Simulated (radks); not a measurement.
The copper ion Cu8+ is in [Ar] 3d3. Calculated with a radial shooting solver on a logarithmic mesh with Libxc functionals: scalar-relativistic Kohn-Sham, PBEsol, spin-polarised, spherical densities, finite nucleus; Fermi nuclear charge, rms radius of each element as measured or else 0.836 A^(1/3) + 0.57 fm. Open shells are filled with parallel spins first. One electron is removed from 3d, 2p, 3p, 3s in turn, with full relaxation. Which removal costs least, and what does each cost?

Answer. 3d 198.99 eV; 3p 263.45 eV; 3s 307.68 eV; 2p 1158.6 eV. The 3d electron leaves first.
